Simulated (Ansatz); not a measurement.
W₃Se₅⁻. Charge -1, multiplicity 2. Geometry PBE-D4/def2-SVP, that of the neutral singlet; atoms count from 1.

```xyz
8

W    -0.464   -1.497    0.149
W    -0.647    0.650   -0.728
W     1.202    0.757    0.679
Se   -0.419    2.386    1.345
Se   -0.390   -1.585   -2.242
Se    1.825    1.416   -1.537
Se    1.522   -1.524    1.695
Se   -2.629   -0.604    0.639
```

In the def2 sets W takes a core potential; there is no spin–orbit coupling. The charge -1 doublet is spin-contaminated (final ⟨S²⟩ up to 0.85, 0.75 for a pure state). The structure comes from a short search, and lower isomers may exist.

Estimate the Mulliken populations from the PBE0/def2-SVP orbitals of Ansatz.


| atom | charge (e) | spin (α − β) | d electrons |
| --- | --- | --- | --- |
| W1 | 0.37 | 0.72 | 4.66 |
| W2 | 0.40 | -0.42 | 4.65 |
| W3 | 0.37 | 0.72 | 4.66 |
| Se4 | -0.42 | 0.00 | – |
| Se5 | -0.42 | 0.00 | – |
| Se6 | -0.42 | 0.01 | – |
| Se7 | -0.48 | -0.05 | – |
| Se8 | -0.42 | 0.01 | – |
Mulliken values and Mayer orders depend strongly on the basis.

Where does the spin sit?

Summed by element: W 1.03, Se -0.03, of 1 unpaired in all. Largest on single atoms: W3 0.72, W1 0.72, W2 -0.42.

And the Mayer bond orders between bonded heavy atoms (over 0.3)?

W1–W2 1.79 (2.33 Å); W1–W3 0.58 (2.85 Å); W1–Se5 1.31 (2.39 Å); W1–Se7 0.92 (2.52 Å); W1–Se8 1.31 (2.39 Å); W2–W3 1.79 (2.33 Å); W2–Se4 0.66 (2.71 Å); W2–Se5 0.66 (2.71 Å); W2–Se6 0.66 (2.71 Å); W2–Se8 0.66 (2.71 Å); W3–Se4 1.31 (2.39 Å); W3–Se6 1.31 (2.39 Å); W3–Se7 0.92 (2.52 Å).
